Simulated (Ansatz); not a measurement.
Consider the ligand exchange at the Sn–S bond: `[F][Sn][SH]` + `O[SiH3]` → `[F][Sn][O][SiH3]` + H₂S.

Computed with Ansatz on PBE0-D4/def2-TZVP structures; ΔE is electronic, products minus reactants. CBS: MP2 limit from def2 TZ/QZ plus the TZ coupled-cluster correction, frozen cores. This one scheme is used for every species. Functionals use def2-TZVPP. B3LYP here is the variant with VWN-RPA as its local correlation; programs differ in this. HSE06 is defined as in plane-wave codes. Elements past krypton have def2 core potentials. For Sn outer-core shells are correlated without core-valence functions, which leaves a few kJ/mol of doubt a bond. One conformer a species, not always the lowest.

| level | ΔE (kcal/mol) | difference from CCSD(T)/CBS |
| --- | --- | --- |
| LDA (SPW92) | 4.5 | 3.9 |
| PBE-D4 | 3.7 | 3.1 |
| revPBE-D4 | 3.3 | 2.7 |
| BLYP-D4 | 1.2 | 0.6 |
| B97M-V | 1.2 | 0.6 |
| PBE0-D4 | 3.8 | 3.2 |
| B3LYP-D4 | 1.4 | 0.8 |
| r2SCANh-D4 | 2.8 | 2.2 |
| r2SCAN0-D4 | 3.1 | 2.5 |
| HSE06-D4 | 3.9 | 3.3 |
| BHLYP-D4 | 0.9 | 0.3 |
| CAM-B3LYP-D4 | -0.1 | -0.7 |
| ωB97X-V | 0.3 | -0.3 |
| B2PLYP | 1.1 | 0.5 |
| PBE-QIDH | 2.5 | 1.9 |
| PBE | 4.2 | 3.6 |
| revPBE | 4.2 | 3.6 |
| BLYP | 2.1 | 1.5 |
| r2SCAN | 2.8 | 2.2 |
| PBE0 | 4.2 | 3.6 |
| B3LYP | 2.2 | 1.6 |
| r2SCANh | 3.0 | 2.4 |
| r2SCAN0 | 3.3 | 2.7 |
| HSE06 | 4.4 | 3.8 |
| BHLYP | 1.6 | 1.0 |
| CAM-B3LYP | 0.4 | -0.2 |
| LC-ωPBE | 0.9 | 0.3 |
| RPA@PBE/def2-TZVPP | -0.5 | -1.1 |
| HF/def2-SVP | 0.2 | -0.4 |
| MP2/def2-SVP | -1.3 | -1.9 |
| CCSD/def2-SVP | -1.3 | -1.9 |
| CCSD(T)/def2-SVP | -1.1 | -1.7 |
| HF/def2-TZVPP | 0.4 | -0.2 |
| MP2/def2-TZVPP | 0.6 | 0.0 |
| SCS-MP2/def2-TZVPP | -0.4 | -1.0 |
| CCSD/def2-TZVPP | 0.0 | -0.6 |
| CCSD(T)/def2-TZVPP | 0.2 | -0.4 |
| MP2/def2-QZVPP | 0.6 | 0.0 |
| HF/CBS(def2) | -0.2 | -0.8 |
| CCSD/CBS(def2) | 0.3 | -0.3 |
| CCSD(T)/CBS | 0.6 | 0 |

Largest T1 diagnostic among the species: 0.016.

At CCSD(T), def2-SVP lies −1.7 kcal/mol from the extrapolated value and def2-TZVPP −0.4 kcal/mol. The D4 term adds −0.7 kcal/mol with B3LYP and −0.5 kcal/mol with PBE0; it sums over pairs of atoms, weighted by their polarisabilities, and B3LYP, whose exchange is more repulsive, gets the larger term.
